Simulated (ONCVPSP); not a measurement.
**Ranking ONCV potentials for rhenium (Re)**

All share these settings but for the change named:

* Element: Re (Z = 75)
* Generator: ONCVPSP 4.0.1
* Type: optimised norm-conserving Vanderbilt (ONCV)
* Functional: PBEsol
* Relativity: scalar-relativistic
* Frozen core: [Kr] 4d10 4f14
* Valence charge: 15
* Reference configuration: 5s2 5p6 5d5 6s2
* Partial waves: 5s+6s: rc 2.00 bohr, ncon 4, nbas 7, qcut 6.9 1/bohr, 2 projectors; 5p: rc 1.70 bohr, ncon 4, nbas 8, qcut 9.9 1/bohr, 2 projectors, debl 0.6 Ha; 5d: rc 2.60 bohr, ncon 3, nbas 7, qcut 6.3 1/bohr, 2 projectors, debl 2.1 Ha; f scattering state at 0.27 Ha: rc 2.25 bohr, ncon 4, nbas 9, qcut 5.4 1/bohr, 2 projectors, debl 2.6 Ha
* Local potential: polynomial inside 1.65 bohr (lpopt 5, dvloc0 0 Ha)
* Core correction: none

In the p channel the program set the typed energies aside and used -1.728, 0.250 Ha.

Cutoff: the first of the cutoffs (Ha) at which the residual kinetic energy of the hardest occupied pseudo-wave falls to 1 and 0.1 mHa per electron; the density cutoff is not measured.

The base gives 27 Ha.

Of 10 variants that were run, those that failed, showed a ghost or another fault, or gave nearly equal values are left out.

A variant can come out equal or close to the base.

(1) Rank these variants from softest to hardest (loose cutoff).
A. s: qcut 6.3; p: qcut 9.1; d: qcut 5.8; f: qcut 4.9
B. s: qcut 7.5; p: qcut 10.7; d: qcut 6.8; f: qcut 5.9
C. s: qcut 8.1; p: qcut 11.6; d: qcut 7.4; f: qcut 6.3
D. s: qcut 4.6; p: qcut 6.6; d: qcut 4.2; f: qcut 3.6
E. s: qcut 5.1; p: qcut 7.3; d: qcut 4.6; f: qcut 4

Answers

(1) D (11 Ha), E (16 Ha), A (24 Ha), B (31 Ha), C (39 Ha).
